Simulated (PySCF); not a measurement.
# Reading the logs of faulty runs: AlB2H2O cation

Calculated results; nothing here was measured. The program is PySCF 2.14.0, an open-source quantum chemistry code, run on an isolated molecule that a program drew, which may never have been made. The molecule is AlB2H2O cation (charge +1, singlet), drawn as the SMILES string `[BH2][Al+][B]=O`.

Each row is a Hartree-Fock (HF) and frozen-core CCSD(T) single point in the cc-pV(D+d)Z basis, meant for a local HF minimum. Run 1 is clean. Each other run has one planted mistake out of seven kinds, and not every kind appears here: one electron removed, one electron added, multiplicity raised by two, geometry at a saddle point, minimal basis STO-3G, one bond length entered in bohr, all coordinates scaled. The reference is restricted for singlets and unrestricted otherwise, and also for a bond in bohr. Adding or removing an electron swaps singlet and doublet. Electrons count all cores. HOMO and LUMO are orbital energies over both spins, the gradient is its largest component, and the lowest frequency (negative if imaginary) is given only where the gradient is small. Bond lengths are over the 5 bonds as drawn. T1 is the CCSD diagnostic: over 0.02 (restricted) or 0.045 (unrestricted) a single reference is doubtful.

Geometry of the clean run:
```xyz
6
AlB2H2O cation, angstrom
B    -2.7055    2.1235   -1.6213
Al   -1.8532    0.3280   -0.7317
B    -1.0337   -1.4052    0.1300
O    -0.5758   -2.3750    0.6126
H    -3.7891    2.0339   -2.1005
H    -2.0502    3.1140   -1.5883
```

```
run,electrons,basis functions,<S^2>,HOMO (eV),LUMO (eV),gradient (hartree/bohr),lowest frequency (cm^-1),mean bond (Å),longest bond (Å),T1,HF (hartree),CCSD(T) (hartree),mistake
1,32,75,0.000,-17.12,-6.15,3.0e-05,97,1.5664,2.178,0.0212,-367.05184,-367.46936,no fault
2,31,75,0.836,-22.85,-15.17,6.5e-02,-,1.5664,2.178,0.0356,-366.45953,-366.85864,one electron removed
3,32,75,0.000,-16.71,-6.06,1.1e-01,-,1.6792,2.334,0.0256,-367.02535,-367.45619,all coordinates scaled
4,32,75,2.008,-14.14,-8.15,2.4e-02,-,1.5664,2.178,0.0284,-366.94996,-367.36092,?
5,32,75,1.058,-15.40,-5.97,1.6e-02,-,1.9404,3.972,0.0273,-366.96887,-367.35611,?
```

**Which mistake was planted in run 4, and what did it cost?**

Electrons, basis and geometry are unchanged, and <S^2> is 2.008, beside S(S+1) = 2.00 for a multiplicity of 3. So the mistake is: multiplicity raised by two. Subtracting run 1 and multiplying by 627.51 kcal/mol a hartree, the energy moved by 63.9 kcal/mol in HF and 68.0 kcal/mol in CCSD(T).

**Which mistake was planted in run 5, and what did it cost?**

The mean bond changes by a factor of 1.239 and the longest by 1.824, so the molecule wasn't scaled as a whole. A length L in bohr read as angstrom grows by (1/0.5292 - 1) L = 0.890 L. The 5 bonds together grew by 5 x 0.3740 = 1.870 Å, which gives L = 2.102 Å. That is bond Al2-B3, 2.102 Å in the clean geometry. So the mistake is: one bond length entered in bohr. Subtracting run 1 and multiplying by 627.51 kcal/mol a hartree, the energy moved by 52.1 kcal/mol in HF and 71.1 kcal/mol in CCSD(T).

Cautions from the logs. Run 1: T1 is over the limit, so its CCSD(T) energy is less reliable; run 3: T1 is over the limit, so its CCSD(T) energy is less reliable.
